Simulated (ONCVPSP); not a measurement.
## What one change does to a pseudopotential (Mn, ONCV)

manganese (Mn), optimised norm-conserving Vanderbilt (ONCV), made with ONCVPSP 4.0.1 (PBE, scalar-relativistic). Core [Ne] 3s2, reference 3p6 3d5 4s2. Waves: 4s: rc 2.40 bohr, ncon 4, nbas 7, qcut 3.2 1/bohr, 2 projectors, debl 2.5 Ha; 3p: rc 0.90 bohr, ncon 4, nbas 7, qcut 7.3 1/bohr, 3 projectors, debl 1.3 Ha; 3d: rc 1.45 bohr, ncon 3, nbas 8, qcut 9.5 1/bohr, 2 projectors, debl 3.9 Ha. Local part: polynomial inside 0.90 bohr (lpopt 3, dvloc0 2 Ha). Core correction: none.

In the p channel the program set the typed energies aside and used -2.006, 0.250, 1.550 Ha.

Change: s: qcut 2.5; p: qcut 5.6; d: qcut 7.3.

Cutoffs: the cutoffs (Ha) at which the residual kinetic energy of the hardest occupied pseudo-wave falls to 1 and 0.1 mHa per electron; they do not see the model core or the augmentation charge, which bear on the density cutoff. Errors are all-electron minus pseudo energies relative to the spin-unpolarised reference configuration.

Question: How do hardness, ghosts and transferability respond?

Answer: The potential gets harder (46 Ha and 162 Ha → 89 Ha and 180 Ha); both files keep a bound ghost (p, s); of the 4 tests that both files solve, the error grows in 0 and shrinks in 4 by more than 15 % and 0.3 meV (median size 12.4 → 5.2 meV).

```tsv
quantity	base	changed
cutoff, loose	46 Ha	89 Ha
cutoff, tight	162 Ha	180 Ha
loose cutoff by channel	s 3.9 Ha, p 46 Ha, d 38 Ha	s 4.5 Ha, p 51 Ha, d 89 Ha
bound ghosts	s, p	s, p
GHOST(+) flags under 300 eV	none	none
error for 3p6 3d5 4s1, meV [ΔE 8.42 eV]	-4.4	-3.6
error for 3p6 3d5 4s0, meV [ΔE 24.02 eV]	-15	-5.2
error for 3p6 3d4 4s0, meV [ΔE 56.53 eV]	+159	+127
error for 3p6 3d5.5 4s1.5, meV [ΔE -0.48 eV]	-9.6	+5.1
s: phases at 2.44 bohr within 0.05 rad from the reference energy up to (Ha; the scan ends near 5)	n/a	to the end of the scan
p: phases at 0.92 bohr within 0.05 rad from the reference energy up to (Ha; the scan ends near 5)	to the end of the scan	to the end of the scan
d: phases at 1.47 bohr within 0.05 rad from the reference energy up to (Ha; the scan ends near 5)	to the end of the scan	to the end of the scan
```

 A true bound ghost makes a file unfit for plane-wave use even where its test errors are small: the radial tests pick states by their node count and pass the ghost by.
